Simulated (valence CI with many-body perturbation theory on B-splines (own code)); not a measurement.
## Fe³⁺: electric-dipole lines

Method: valence CI with perturbative core correlation (CI+MBPT): five valence electrons over a frozen Dirac-Fock core [Ar], a basis of 7 s, 7 p, 8 d, 6 f, 4 g, 1 h functions for each j, with the one-electron correlation potential Σ1 (screened to all orders), the two-electron term Σ2, the three-electron term Σ3, Breit, model QED; selected single and double excitations, second order for the rest (own B-spline code, finite nucleus).

Against 54 measured levels this calculation errs by 4258 cm⁻¹ on average and by 7832 at most. These come from a selection out of Corliss and Sugar, J. Phys. Chem. Ref. Data 11, 135 (1982). Levels without a partner in it may be off by more, other configurations by 1,000 to 8,000 cm⁻¹. Among the levels kept, up to 2000 cm⁻¹ of a level comes from second order outside the variational space, and about a tenth of that is noise between levels of different J, which matters for small intervals.

Lines 201 to 250 of 587 in falling wavelength, among levels below 28.265 eV, chosen from the strongest by gf and those to the six lowest levels. Wavelengths and rates use the calculated energies, so an error of 4000 cm⁻¹ moves a line at 1646 Å by 6.6 % and its rate by three times that or more. Electric multipoles are in the length gauge, E1 and E2 with the static RPA response of the core. Weak lines are less certain than strong ones. Lines between different terms over intervals too small for the method are left out, as are lines whose strength nearly cancels. Where a level lies close to another of its J and parity, the split of strength between their lines is uncertain. The highest levels of a list are the least certain.

Names give the largest LS component (configuration and term), which can be under half, so a name can repeat, a term be missing and a line seem to break the LS rules; names also repeat where a configuration has a term twice. Letters in brackets count levels of one name in rising energy.

| λ vac (Å) | Upper | Lower | A (s⁻¹) | log gf | Branch % |
| --- | --- | --- | --- | --- | --- |
| 1646 | 3d4 4p 4D°_7/2 [d] | 3d4 4s 4D_7/2 [b] | 5.98e+08 | 0.29 | 31.1 |
| 1645 | 3d4 4p 4H°_13/2 [b] | 3d4 4s 2H_11/2 | 1.93e+08 | 0.04 | 15.2 |
| 1645 | 3d4 4p 6P°_5/2 | 3d4 4s 6D_5/2 | 2.23e+08 | -0.26 | 5.7 |
| 1644 | 3d4 4p 4H°_9/2 [b] | 3d4 4s 4G_7/2 | 4.74e+08 | 0.28 | 34.0 |
| 1643 | 3d4 4p 4G°_11/2 [a] | 3d4 4s 4H_13/2 | 3.20e+08 | 0.19 | 14.4 |
| 1643 | 3d4 4p 4F°_5/2 [b] | 3d4 4s 4F_7/2 [a] | 7.14e+07 | -0.76 | 2.4 |
| 1642 | 3d4 4p 2F°_7/2 [e] | 3d4 4s 2D_5/2 [a] | 4.89e+08 | 0.20 | 21.1 |
| 1642 | 3d4 4p 6P°_3/2 | 3d4 4s 6D_3/2 | 2.80e+08 | -0.34 | 7.1 |
| 1641 | 3d4 4p 4F°_5/2 [b] | 3d4 4s 4F_5/2 [a] | 2.28e+08 | -0.26 | 7.8 |
| 1641 | 3d4 4p 4I°_15/2 | 3d4 4s 4H_13/2 | 6.83e+08 | 0.64 | 99.9 |
| 1639 | 3d4 4p 2I°_11/2 [a] | 3d4 4s 4F_9/2 [a] | 4.59e+07 | -0.65 | 2.6 |
| 1638 | 3d4 4p 4F°_9/2 [c] | 3d4 4s 4G_11/2 | 3.95e+08 | 0.20 | 13.2 |
| 1638 | 3d4 4p 4H°_11/2 [b] | 3d4 4s 4G_11/2 | 4.42e+07 | -0.67 | 3.3 |
| 1638 | 3d4 4p 6P°_5/2 | 3d4 4s 6D_3/2 | 6.04e+07 | -0.84 | 1.5 |
| 1637 | 3d4 4p 2F°_5/2 [d] | 3d4 4s 2D_3/2 [a] | 4.50e+08 | 0.04 | 20.0 |
| 1637 | 3d4 4p 6P°_3/2 | 3d4 4s 6D_1/2 | 1.68e+08 | -0.57 | 4.3 |
| 1637 | 3d4 4p 4H°_11/2 [b] | 3d4 4s 4G_9/2 | 4.09e+08 | 0.29 | 30.6 |
| 1637 | 3d4 4p 2G°_9/2 [c] | 3d4 4s 2G_9/2 [a] | 4.82e+08 | 0.29 | 19.8 |
| 1635 | 3d4 4p 2P°_3/2 [c] | 3d4 4s 2S_1/2 | 2.85e+08 | -0.34 | 7.1 |
| 1634 | 3d4 4p 4P°_5/2 [b] | 3d4 4s 4P_5/2 [a] | 3.73e+08 | -0.05 | 11.5 |
| 1633 | 3d4 4p 4P°_5/2 [c] | 3d4 4s 4D_5/2 [b] | 3.50e+08 | -0.08 | 10.9 |
| 1633 | 3d4 4p 4F°_9/2 [b] | 3d4 4s 4F_9/2 [a] | 4.32e+08 | 0.24 | 12.2 |
| 1633 | 3d4 4p 4F°_7/2 [b] | 3d4 4s 4F_7/2 [a] | 3.65e+08 | 0.07 | 10.4 |
| 1632 | 3d4 4p 2P°_1/2 [c] | 3d4 4s 2S_1/2 | 3.48e+08 | -0.56 | 7.8 |
| 1631 | 3d4 4p 4F°_7/2 [c] | 3d4 4s 4G_9/2 | 3.60e+08 | 0.06 | 11.9 |
| 1631 | 3d4 4p 4F°_7/2 [b] | 3d4 4s 4F_5/2 [a] | 1.29e+08 | -0.39 | 3.7 |
| 1630 | 3d4 4p 2G°_9/2 [a] | 3d4 4s 4H_11/2 | 9.52e+07 | -0.42 | 6.3 |
| 1630 | 3d4 4p 4F°_9/2 [b] | 3d4 4s 4F_7/2 [a] | 1.04e+08 | -0.38 | 2.9 |
| 1630 | 3d4 4p 4P°_5/2 [c] | 3d4 4s 4D_7/2 [b] | 2.80e+08 | -0.17 | 8.7 |
| 1629 | 3d4 4p 2G°_7/2 [b] | 3d4 4s 2G_7/2 [a] | 4.86e+08 | 0.19 | 19.1 |
| 1628 | 3d4 4p 2P°_1/2 [c] | 3d4 4s 2D_3/2 [a] | 2.16e+08 | -0.77 | 4.9 |
| 1627 | 3d4 4p 4F°_5/2 [c] | 3d4 4s 4G_7/2 | 4.09e+08 | -0.01 | 13.0 |
| 1626 | 3d4 4p 2P°_3/2 [c] | 3d4 4s 2D_5/2 [a] | 1.61e+08 | -0.59 | 4.0 |
| 1623 | 3d4 4p 4H°_13/2 [b] | 3d4 4s 4G_11/2 | 4.03e+08 | 0.35 | 31.9 |
| 1623 | 3d4 4p 4F°_3/2 [c] | 3d4 4s 4G_5/2 | 3.94e+08 | -0.21 | 12.4 |
| 1621 | 3d4 4p 4F°_3/2 [b] | 3d4 4s 4F_3/2 [a] | 1.57e+08 | -0.61 | 6.8 |
| 1621 | 3d4 4p 2D°_5/2 [a] | 3d4 4s 4P_5/2 [a] | 7.21e+07 | -0.77 | 2.9 |
| 1619 | 3d4 4p 4P°_3/2 [d] | 3d4 4s 4D_3/2 [b] | 4.13e+08 | -0.19 | 13.4 |
| 1619 | 3d4 4p 2D°_5/2 [c] | 3d4 4s 2D_5/2 [a] | 4.32e+08 | 0.01 | 10.8 |
| 1617 | 3d4 4p 4P°_3/2 [d] | 3d4 4s 4D_5/2 [b] | 2.31e+08 | -0.44 | 7.5 |
| 1616 | 3d4 4p 2D°_5/2 [a] | 3d4 4s 4F_5/2 [a] | 9.57e+07 | -0.65 | 3.9 |
| 1615 | 3d4 4p 4F°_3/2 [d] | 3d4 4s 4D_1/2 [b] | 5.40e+08 | -0.07 | 33.4 |
| 1613 | 3d4 4p 4P°_1/2 [c] | 3d4 4s 4P_3/2 [a] | 1.99e+08 | -0.81 | 10.9 |
| 1613 | 3d4 4p 2D°_3/2 [b] | 3d4 4s 2S_1/2 | 1.16e+08 | -0.74 | 2.6 |
| 1611 | 3d4 4p 4D°_5/2 [a] | 3d4 4s 4D_7/2 [a] | 1.62e+08 | -0.42 | 5.4 |
| 1610 | 3d4 4p 4P°_1/2 [d] | 3d4 4s 4D_1/2 [b] | 4.14e+08 | -0.49 | 12.1 |
| 1609 | 3d4 4p 2H°_9/2 [b] | 3d4 4s 2H_11/2 | 4.13e+07 | -0.79 | 2.5 |
| 1609 | 3d4 4p 4P°_1/2 [d] | 3d4 4s 4D_3/2 [b] | 2.59e+08 | -0.70 | 7.5 |
| 1608 | 3d4 4p 2D°_3/2 [b] | 3d4 4s 2D_3/2 [a] | 4.41e+08 | -0.17 | 9.8 |
| 1608 | 3d4 4p 4F°_5/2 [d] | 3d4 4s 4D_3/2 [b] | 5.63e+08 | 0.12 | 39.9 |
